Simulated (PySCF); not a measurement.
# AgSe: energy against distance

Set-up: PySCF, spin-free X2C with a Gaussian nucleus, basis sets Ag x2c-TZVPPall, Se x2c-TZVPPall. Energies in eV from Ag (4d10 5s1) + Se in their ground configurations at the same level. State: ²Π (doublet), unpaired electrons π ↑.

All columns are TPSS. A positive dipole means Ag(−)Se(+).

```json
{"R (Å)": "2.079", "E (eV)": "-1.519", "μ (D)": "-3.26", "Mulliken charge on Ag (basis-dependent)": "0.27", "HOMO (eV)": "-5.09", "LUMO (eV)": "-4.76", "Mayer bond order": "1.56", "⟨S²⟩": "0.75"}
{"R (Å)": "2.175", "E (eV)": "-1.962", "μ (D)": "-3.40", "Mulliken charge on Ag (basis-dependent)": "0.26", "HOMO (eV)": "-5.07", "LUMO (eV)": "-4.72", "Mayer bond order": "1.45", "⟨S²⟩": "0.75"}
{"R (Å)": "2.272", "E (eV)": "-2.189", "μ (D)": "-3.53", "Mulliken charge on Ag (basis-dependent)": "0.26", "HOMO (eV)": "-5.05", "LUMO (eV)": "-4.68", "Mayer bond order": "1.35", "⟨S²⟩": "0.75"}
{"R (Å)": "2.345", "E (eV)": "-2.262", "μ (D)": "-3.63", "Mulliken charge on Ag (basis-dependent)": "0.27", "HOMO (eV)": "-5.03", "LUMO (eV)": "-4.64", "Mayer bond order": "1.29", "⟨S²⟩": "0.75"}
{"R (Å)": "2.417", "E (eV)": "-2.276", "μ (D)": "-3.73", "Mulliken charge on Ag (basis-dependent)": "0.27", "HOMO (eV)": "-5.01", "LUMO (eV)": "-4.61", "Mayer bond order": "1.23", "⟨S²⟩": "0.76"}
{"R (Å)": "2.490", "E (eV)": "-2.247", "μ (D)": "-3.84", "Mulliken charge on Ag (basis-dependent)": "0.28", "HOMO (eV)": "-4.98", "LUMO (eV)": "-4.57", "Mayer bond order": "1.18", "⟨S²⟩": "0.76"}
{"R (Å)": "2.586", "E (eV)": "-2.161", "μ (D)": "-3.97", "Mulliken charge on Ag (basis-dependent)": "0.28", "HOMO (eV)": "-4.95", "LUMO (eV)": "-4.52", "Mayer bond order": "1.13", "⟨S²⟩": "0.76"}
{"R (Å)": "2.707", "E (eV)": "-2.006", "μ (D)": "-4.15", "Mulliken charge on Ag (basis-dependent)": "0.29", "HOMO (eV)": "-4.91", "LUMO (eV)": "-4.47", "Mayer bond order": "1.08", "⟨S²⟩": "0.76"}
{"R (Å)": "2.852", "E (eV)": "-1.783", "μ (D)": "-4.36", "Mulliken charge on Ag (basis-dependent)": "0.30", "HOMO (eV)": "-4.85", "LUMO (eV)": "-4.40", "Mayer bond order": "1.03", "⟨S²⟩": "0.76"}
{"R (Å)": "3.045", "E (eV)": "-1.468", "μ (D)": "-4.60", "Mulliken charge on Ag (basis-dependent)": "0.30", "HOMO (eV)": "-4.79", "LUMO (eV)": "-4.33", "Mayer bond order": "0.99", "⟨S²⟩": "0.77"}
```

A fit through these points gives, at Re = 2.401 Å, μ = -3.71 D and dμ/dR = -1.41 D/Å; the reduced mass is 45.73 u.

How strong is the fundamental in the double-harmonic approximation, I = 42.26·(dμ/dR)²/μred km/mol?

I = 42.26·(-1.41)²/45.73 = 1.84 km/mol at TPSS.

Spin–orbit coupling is left out, which matters for elements this heavy, above all for dissociation energies. With d or f electrons several states lie close, and the lowest PBE0 determinant need not be the measured ground state.
